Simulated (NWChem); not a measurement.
System: AlSiH$_{5}$; SMILES [AlH2][SiH3]

The following NWChem deck was run.

```
start job
memory heap 200 mb stack 900 mb global 1100 mb
geometry units angstroms noautosym nocenter noautoz
  Al     0.009985     1.314547    -0.005776
  H     -1.383425     2.109535     0.013667
  H      1.379261     2.149653     0.019034
  Si     0.018279    -1.148372    -0.029865
  H     -0.279368    -1.669180     1.358168
  H      1.341413    -1.736702    -0.450713
  H     -1.047049    -1.708047    -0.940824
end
basis spherical
  * library cc-pvtz
end
dft
  xc hfexch
  iterations 150
end
property
  efieldgrad
end
task dft property
```

Structure relaxed at the PBE-D3(BJ)/def2-SVP level.

Vzz is the largest principal value of the second derivative of the potential at the nucleus (NWChem prints the opposite sign); η is the asymmetry. Non-relativistic.

Atoms are numbered as in the input.

Problem. Give the results of this calculation. (Hartree-Fock/cc-pVTZ.) Quantities: Vzz Al1 (a.u.); η Al1.

Solution. 
```json
{
 "Vzz Al1 (a.u.)": "1.453",
 "η Al1": "0.05"
}
```
